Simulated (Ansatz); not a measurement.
Al10As9H26⁻, a nanocrystal cut from wurtzite AlAs (hydrogen-capped). The state is a singlet with charge -1. Geometry PBE-D4/def2-SVP.

```xyz
45

Al   -1.149    4.257    0.757
As   -2.952    3.455   -0.896
Al    2.368    2.992    2.001
As    2.562    1.055    3.617
As    0.350    2.284    0.705
Al   -0.762    0.232    1.512
Al   -2.795    1.274   -2.120
As   -2.490   -0.339   -0.257
Al    2.866   -1.356    2.916
As    0.803   -1.679    1.541
Al   -0.233   -3.743    2.441
Al   -2.354   -2.585   -1.305
As   -2.093   -4.073    0.694
Al    1.238    2.069   -1.564
As   -0.536    1.231   -3.125
As    2.692    0.027   -1.332
Al    1.726   -2.200   -0.664
Al    0.011   -0.913   -4.333
As   -0.114   -2.460   -2.347
H    -1.931    4.433    2.149
H    -0.497    5.518    0.000
H    -4.330    3.421   -0.235
H    -3.294    4.526   -1.931
H     2.084    4.342    2.832
H     3.691    2.878    1.082
H     1.345    1.111    4.539
H     3.603    1.400    4.686
H    -1.536    0.436    2.902
H    -4.039    1.009   -3.094
H    -3.847   -0.345    0.449
H     2.845   -2.290    4.229
H     4.173   -1.333    1.968
H    -1.017   -3.517    3.826
H     0.710   -5.027    2.215
H    -3.581   -3.006   -2.248
H    -3.474   -4.070    1.351
H    -2.155   -5.515    0.191
H     2.032    3.311   -2.191
H    -0.596    2.293   -4.223
H     3.751    0.368   -0.291
H     3.610   -0.123   -2.541
H     2.798   -3.385   -0.779
H    -1.142   -1.269   -5.398
H     1.553   -0.835   -4.800
H     0.106   -3.857   -2.926
```

The 6-31G sets use Cartesian d functions. Single mean-field runs in 6-31G, def2-SVP, def2-TZVP are fitted with def2-universal-jkfit.

Problem. Estimate the orbital energies around the gap (eV) in Ansatz with HF/STO-3G, HF/6-31G, PBE-D4/def2-TZVP, r2SCAN-D4/def2-TZVP, PBE0-D4/def2-SVP.

Solution. 
| orbital | HF/STO-3G | HF/6-31G | PBE-D4/def2-TZVP | r2SCAN-D4/def2-TZVP | PBE0-D4/def2-SVP |
| --- | --- | --- | --- | --- | --- |
| HOMO−13 | -5.33 | -8.23 | -4.48 | -4.78 | -5.59 |
| HOMO−12 | -5.13 | -8.22 | -4.41 | -4.70 | -5.50 |
| HOMO−11 | -4.73 | -7.97 | -4.37 | -4.68 | -5.47 |
| HOMO−10 | -4.71 | -7.86 | -4.33 | -4.62 | -5.40 |
| HOMO−9 | -4.59 | -7.84 | -4.32 | -4.62 | -5.40 |
| HOMO−8 | -4.44 | -7.79 | -4.25 | -4.54 | -5.32 |
| HOMO−7 | -4.42 | -7.69 | -4.24 | -4.54 | -5.30 |
| HOMO−6 | -4.40 | -7.61 | -4.08 | -4.38 | -5.15 |
| HOMO−5 | -4.15 | -7.45 | -4.04 | -4.33 | -5.09 |
| HOMO−4 | -3.53 | -6.96 | -3.81 | -4.08 | -4.79 |
| HOMO−3 | -3.43 | -6.89 | -3.70 | -3.96 | -4.68 |
| HOMO−2 | -3.11 | -6.56 | -3.60 | -3.85 | -4.53 |
| HOMO−1 | -3.06 | -6.56 | -3.57 | -3.82 | -4.50 |
| HOMO | -2.88 | -6.38 | -3.41 | -3.65 | -4.33 |
| LUMO | 11.72 | 4.08 | 0.21 | 0.34 | 1.01 |
| LUMO+1 | 12.13 | 4.16 | 0.31 | 0.46 | 1.11 |
| LUMO+2 | 12.16 | 4.36 | 0.66 | 0.85 | 1.50 |
| LUMO+3 | 12.28 | 4.46 | 0.71 | 0.90 | 1.53 |
| LUMO+4 | 12.46 | 4.57 | 0.72 | 0.99 | 1.57 |
| LUMO+5 | 12.68 | 4.63 | 0.84 | 1.08 | 1.68 |
